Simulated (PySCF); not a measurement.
# Substituent chemical shifts

Parent skeleton `[CH2:1]=[CH:2][CH:3]1[CH:4]=[CH:5][CH:6]1[F:7]`; one hydrogen on atom 5 is replaced by X. Hydrogens on one atom are averaged.

PySCF calculation with shieldings: GIAO PBE0/pcSseg-1 and GFN2-xTB structure; isolated molecule, relativity neglected, single conformer.

δ = σ(ref) − σ, references computed at the same level: ¹³C (186.93 ppm) and ¹H (31.72 ppm) vs TMS; ¹⁹F (170.95 ppm) against CFCl3.

Parent (X = H): C1 123.3, C2 147.1, C3 61.0, C4 153.9, C5 146.7, C6 95.5, F7 -198.4, H(C1) 5.49, H(C2) 5.95 ppm. Effects are Δδ = δ(X) − δ(H), positive for deshielding.

(1) Give Δδ (ppm) for X = F, CH2SiH3, N(SiH3)2, nPr, OCH3, CH3.

(2) Which position responds most, and to which substituents?

Answers

(1) 
| X | SMILES | C1 | C2 | C3 | C4 | C5 | C6 | F7 | H(C1) | H(C2) |
| --- | --- | --- | --- | --- | --- | --- | --- | --- | --- | --- |
| F | C=C[C@@H]1C=C(F)[C@H]1F | +1.4 | -0.6 | -11.4 | -32.4 | +18.6 | +3.7 | -6.8 | +0.11 | -0.13 |
| CH2SiH3 | C=C[C@@H]1C=C(C[SiH3])[C@@H]1F | -0.6 | +1.2 | -4.7 | -13.0 | +12.5 | -1.2 | -14.0 | -0.06 | +0.13 |
| N(SiH3)2 | C=C[C@@H]1C=C(N([SiH3])[SiH3])[C@@H]1F | +1.6 | -1.0 | -13.0 | -44.5 | +9.7 | -2.9 | -12.7 | +0.25 | +0.48 |
| nPr | C=C[C@@H]1C=C(CCC)[C@@H]1F | -0.6 | +1.3 | -4.3 | -7.6 | +14.1 | -1.5 | -18.8 | -0.04 | +0.21 |
| OCH3 | C=C[C@@H]1C=C(OC)[C@@H]1F | -0.3 | +2.4 | -11.3 | -40.4 | +16.0 | -2.2 | -14.6 | -0.02 | +0.08 |
| CH3 | C=C[C@@H]1C=C(C)[C@@H]1F | -0.4 | +1.0 | -4.2 | -9.3 | +11.0 | -2.2 | -22.2 | -0.06 | +0.15 |

(2) C4: from -44.5 ppm with N(SiH3)2 to -7.6 ppm with nPr.

Unscaled 19F shifts against computed CFCl3 carry errors that often reach 10 to 50 ppm.
